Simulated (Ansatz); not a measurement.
NH+, multiplicity 4 (not the ground state: that is measured with 2S+1 = 2), most abundant isotopes (1.0078 and 14.0031 u). Constants from fifth-degree fits in 1/R to seven points on the lowest solution found; no spin–orbit coupling, no relativity up to Kr; ω_e x_e and α_e move by some per cent with the fit.

Cores are frozen in the correlated methods. CBS: X⁻³ extrapolation of the correlation energy, Hartree–Fock from the larger set.

Run with Ansatz (Gaussian orbitals). Values without a source in brackets are computed.

```json
[
 {"level": "PBE/def2-TZVPP", "r_e (Å)": "1.1139", "ω_e (cm⁻¹)": "2504.1", "ω_e x_e (cm⁻¹)": "103", "α_e (cm⁻¹)": "0.850"},
 {"level": "CCSD(T)/CBS(aug-cc-pVQZ, aug-cc-pV5Z)", "r_e (Å)": "1.0927", "ω_e (cm⁻¹)": "2710.9", "ω_e x_e (cm⁻¹)": "84.5", "α_e (cm⁻¹)": "0.747"}
]
```

**Question.** Derive the rotational constants, the centrifugal constant, the fundamental, the zero-point energy and the force constant.

**Answer.** 
μ = 0.94016 u.
- PBE/def2-TZVPP: B_e = 16.8576/(μ r_e²) = 14.452 cm⁻¹; B₀ = B_e − α_e/2 = 14.027 cm⁻¹; D = 4B_e³/ω_e² = 1.93e-03 cm⁻¹; fundamental ω_e − 2ω_e x_e = 2299 cm⁻¹; zero-point energy ω_e/2 − ω_e x_e/4 = 1226 cm⁻¹; k = μ(2πcω_e)² = 347 N/m
- CCSD(T)/CBS(aug-cc-pVQZ, aug-cc-pV5Z): B_e = 16.8576/(μ r_e²) = 15.017 cm⁻¹; B₀ = B_e − α_e/2 = 14.644 cm⁻¹; D = 4B_e³/ω_e² = 1.84e-03 cm⁻¹; fundamental ω_e − 2ω_e x_e = 2542 cm⁻¹; zero-point energy ω_e/2 − ω_e x_e/4 = 1334 cm⁻¹; k = μ(2πcω_e)² = 407 N/m

Ansatz is a quantum-chemistry and plane-wave program.
